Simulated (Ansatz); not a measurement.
The pair A = BF3 (SMILES FB(F)F) (first 4 atoms), B = CH5N (SMILES CN); geometry from B3LYP-D3(BJ)/def2-TZVP.
(charge 0, multiplicity 1):
```xyz
11

F     -0.5551    -1.0157     0.5712
B     -0.0672     0.2150     0.9459
F     -0.7961     1.2763     0.4588
F      1.2921     0.3496     0.7814
C      0.3882    -0.7691     3.3673
N     -0.3101     0.2889     2.5984
H      1.4535    -0.6846     3.1711
H      0.0391    -1.7345     3.0109
H      0.1945    -0.6710     4.4343
H     -0.0089     1.2118     2.9028
H     -1.3144     0.2419     2.7541
```

Cores are frozen in the correlated methods. MP2 and its Hartree–Fock in aug-cc-pVQZ, aug-cc-pVTZ are density fitted.

Programs: Ansatz (Gaussian basis) for Hartree–Fock, density functionals and correlated methods. Each number belongs to the level named beside it.

The counterpoise-corrected interaction energy is E(AB) − E(A in the pair's basis) − E(B in the pair's basis). Total energies (hartree):

| level | AB | A in the pair's basis | B in the pair's basis |
|---|---|---|---|
| HF/aug-cc-pVTZ | -418.6170455 | -323.2797816 | -95.2545771 |
| MP2/aug-cc-pVTZ | -419.9020895 | -324.1516638 | -95.6676799 |
| HF/aug-cc-pVQZ | -418.6453577 | -323.3021470 | -95.2604333 |
| MP2/aug-cc-pVQZ | -420.0200988 | -324.2398159 | -95.6955766 |
| MP2/aug-cc-pVDZ | -419.5312582 | -323.8773069 | -95.5761265 |
| CCSD(T)/aug-cc-pVDZ | -419.5929347 | -323.8992939 | -95.6162846 |

Problem. Work out the counterpoise-corrected interaction energy at the basis-set limit: extrapolate the MP2 correlation part as X⁻³, take Hartree–Fock from the larger set, and add the CCSD(T) − MP2 difference of aug-cc-pVDZ.

Solution. 
1. Differences (1 hartree = 627.509 kcal/mol): HF/aug-cc-pVTZ -51.887; MP2/aug-cc-pVTZ -51.924; HF/aug-cc-pVQZ -51.944; MP2/aug-cc-pVQZ -53.154; MP2/aug-cc-pVDZ -48.836; CCSD(T)/aug-cc-pVDZ -48.542.
2. Correlation parts, MP2 less HF: -0.037 in aug-cc-pVTZ (X = 3), -1.210 in aug-cc-pVQZ (X = 4).
3. Limit (4³·(-1.210) − 3³·(-0.037))/(4³ − 3³) = -2.067; with HF/aug-cc-pVQZ it gives -54.010.
4. CCSD(T) less MP2 in aug-cc-pVDZ: 0.294.
Result: -53.72 kcal/mol, against -51.92 at MP2/aug-cc-pVTZ. It is an estimate of this method's limit, not of the exact value.

Ansatz is a quantum-chemistry and plane-wave program.
